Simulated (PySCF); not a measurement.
System: sum formula Sn$_{2}$OH$_{5}$, charge 0, multiplicity 2. It need not be the lowest isomer of its formula. SMILES: [SnH3][O][SnH2]
Geometry from a B3LYP-D3(BJ)/def2-TZVP (Ansatz) optimisation:
```xyz
8

O     -0.1891     0.2778    -0.6536
Sn    -1.4960    -1.0587    -0.0098
H     -2.9009    -0.7239    -0.9776
H     -1.7997    -0.6640     1.6652
Sn     1.5046     0.9729     0.0848
H      1.4491     2.6604    -0.1750
H      2.7728     0.2233    -0.7853
H      1.5595     0.5732     1.7519
```
Charge 0, spin multiplicity 2.

Dispersion corrections to the total energy (kcal/mol) from the dftd3 and dftd4 libraries through PySCF: D3(BJ) without and D4 with the three-body term, each with the damping fitted for the functional named.

| functional | D3(BJ) | D4 |
|---|---|---|
| LC-wPBE | -3.94 | -4.60 |
| BHLYP | -6.30 | -6.10 |
| PBE0 | -3.31 | -3.45 |
| r2SCAN | -1.01 | -0.92 |
| HSE06 | … | -3.29 |
| TPSSh | -4.39 | … |
| B2GP-PLYP | … | -1.74 |

Task: Complete the blanks.

Result: 
- HSE06, D3(BJ): -2.99
- TPSSh, D4: -4.84
- B2GP-PLYP, D3(BJ): -4.42
